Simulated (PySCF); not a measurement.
SMILES Cc1ccsc1-c1sccc1C#N, singlet (GFN2-xTB optimised geometry):

```
20

C      2.453    -1.816     0.000
C      0.963    -1.816     0.000
C      0.207    -3.008    -0.001
C     -1.135    -2.799    -0.001
S     -1.535    -1.133    -0.001
C      0.156    -0.692     0.000
C      0.531     0.684     0.002
S      2.197     1.186     0.043
C      1.759     2.851     0.027
C      0.419     3.028    -0.008
C     -0.295     1.800    -0.023
C     -1.698     1.789    -0.065
N     -2.843     1.862    -0.102
H      2.822    -2.838    -0.019
H      2.842    -1.322     0.890
H      2.843    -1.288    -0.870
H      0.655    -3.986    -0.002
H     -1.922    -3.527    -0.002
H      2.530     3.595     0.045
H     -0.070     3.986    -0.024
```

Level of theory: B3LYP/def2-SVP run with PySCF 2.14.0.

Task: What are the frontier orbital energies and the dipole moment?

Result: HOMO-2 -7.40 eV, HOMO-1 -7.06 eV, HOMO -5.99 eV, LUMO -1.97 eV, LUMO+1 -0.11 eV; dipole moment 4.42 D.

Meta-Löwdin charges at B3LYP/def2-SVP: C1 -0.30, C2 0.01, C3 -0.14, C4 -0.22, S5 0.28, C6 -0.13, C7 -0.08, S8 0.27, C9 -0.23, C10 -0.10, C11 -0.07, C12 0.09, N13 -0.21, H14 0.11, H15 0.11, H16 0.11, H17 0.11, H18 0.13, H19 0.13, H20 0.13.
